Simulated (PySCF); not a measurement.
# Two-component Hartree-Fock for Ir (iridium, neutral)

Start: [Xe] 4f14 5d7 6s2; 5d3/2 filled at m_j = +1/2, +3/2; 5d5/2 filled at m_j = -3/2, -1/2, +1/2, +3/2, +5/2. Calculated with PySCF 2.14 in x2c-TZVPall-2c (11s11p10d2f, 108 functions): generalised Hartree-Fock with the X2C-1e Hamiltonian and a Gaussian nucleus; spin-orbit coupling (SO) screened by Boettger's factors. This is a chosen level, not necessarily the ground level.

```json
{"spinor shell": "1s1/2", "electrons": "2", "ε, screened SO (eV)": "-76507.9", "weight of nominal j (screened SO)": "1.000", "rms radius, screened SO (bohr)": "0.0197"}
{"spinor shell": "2s1/2", "electrons": "2", "ε, screened SO (eV)": "-13528.3", "weight of nominal j (screened SO)": "1.000", "rms radius, screened SO (bohr)": "0.0795"}
{"spinor shell": "2p1/2", "electrons": "2", "ε, screened SO (eV)": "-12936.7", "weight of nominal j (screened SO)": "1.000", "rms radius, screened SO (bohr)": "0.0675"}
{"spinor shell": "2p3/2", "electrons": "4", "ε, screened SO (eV)": "-11303.4", "weight of nominal j (screened SO)": "1.000", "rms radius, screened SO (bohr)": "0.0752"}
{"spinor shell": "3s1/2", "electrons": "2", "ε, screened SO (eV)": "-3229.5", "weight of nominal j (screened SO)": "1.000", "rms radius, screened SO (bohr)": "0.203"}
{"spinor shell": "3p1/2", "electrons": "2", "ε, screened SO (eV)": "-2965.1", "weight of nominal j (screened SO)": "1.000", "rms radius, screened SO (bohr)": "0.195"}
{"spinor shell": "3p3/2", "electrons": "4", "ε, screened SO (eV)": "-2601.8", "weight of nominal j (screened SO)": "1.000", "rms radius, screened SO (bohr)": "0.210"}
{"spinor shell": "3d3/2", "electrons": "4", "ε, screened SO (eV)": "-2165.5", "weight of nominal j (screened SO)": "1.000", "rms radius, screened SO (bohr)": "0.185"}
{"spinor shell": "3d5/2", "electrons": "6", "ε, screened SO (eV)": "-2087.3", "weight of nominal j (screened SO)": "1.000", "rms radius, screened SO (bohr)": "0.189"}
{"spinor shell": "4s1/2", "electrons": "2", "ε, screened SO (eV)": "-723.75", "weight of nominal j (screened SO)": "1.000", "rms radius, screened SO (bohr)": "0.450"}
{"spinor shell": "4p1/2", "electrons": "2", "ε, screened SO (eV)": "-611.06", "weight of nominal j (screened SO)": "1.000", "rms radius, screened SO (bohr)": "0.456"}
{"spinor shell": "4p3/2", "electrons": "4", "ε, screened SO (eV)": "-523.94", "weight of nominal j (screened SO)": "1.000", "rms radius, screened SO (bohr)": "0.490"}
{"spinor shell": "4d3/2", "electrons": "4", "ε, screened SO (eV)": "-338.96", "weight of nominal j (screened SO)": "1.000", "rms radius, screened SO (bohr)": "0.507"}
{"spinor shell": "4d5/2", "electrons": "6", "ε, screened SO (eV)": "-322.01", "weight of nominal j (screened SO)": "1.000", "rms radius, screened SO (bohr)": "0.519"}
{"spinor shell": "5s1/2", "electrons": "2", "ε, screened SO (eV)": "-115.34", "weight of nominal j (screened SO)": "1.000", "rms radius, screened SO (bohr)": "1.05"}
{"spinor shell": "4f5/2", "electrons": "6", "ε, screened SO (eV)": "-84.071", "weight of nominal j (screened SO)": "0.996", "rms radius, screened SO (bohr)": "0.586"}
{"spinor shell": "4f7/2", "electrons": "8", "ε, screened SO (eV)": "-80.798", "weight of nominal j (screened SO)": "0.997", "rms radius, screened SO (bohr)": "0.587"}
{"spinor shell": "5p1/2", "electrons": "2", "ε, screened SO (eV)": "-78.607", "weight of nominal j (screened SO)": "0.985", "rms radius, screened SO (bohr)": "1.16"}
{"spinor shell": "5p3/2", "electrons": "4", "ε, screened SO (eV)": "-62.405", "weight of nominal j (screened SO)": "0.993", "rms radius, screened SO (bohr)": "1.25"}
{"spinor shell": "5d3/2", "electrons": "2", "ε, screened SO (eV)": "-14.142", "weight of nominal j (screened SO)": "0.580", "rms radius, screened SO (bohr)": "1.80"}
{"spinor shell": "5d5/2", "electrons": "5", "ε, screened SO (eV)": "-13.046", "weight of nominal j (screened SO)": "0.478", "rms radius, screened SO (bohr)": "1.83"}
{"spinor shell": "6s1/2", "electrons": "2", "ε, screened SO (eV)": "-8.095", "weight of nominal j (screened SO)": "0.995", "rms radius, screened SO (bohr)": "3.35"}
```

```json
{"quantity": "E (hartree)", "screened SO": "-17839.01996"}
{"quantity": "M_J", "screened SO": "9/2"}
{"quantity": "⟨J²⟩", "screened SO": "24.773"}
{"quantity": "⟨L²⟩", "screened SO": "13.025"}
{"quantity": "⟨S²⟩", "screened SO": "3.600"}
```

Each row is a mean over spinors that exchange with the open shell spreads, by up to 7.069 eV (5p3/2).

Rows whose weight is well below 1 are mixtures of j = l ± 1/2: exchange outweighs spin-orbit coupling there, and the label is only the starting occupation.

Breit and QED terms are absent; they matter most for the inner s and p1/2 levels.

Densities and radii are taken from the X2C orbitals without a picture-change correction, which distorts them close to the nucleus.
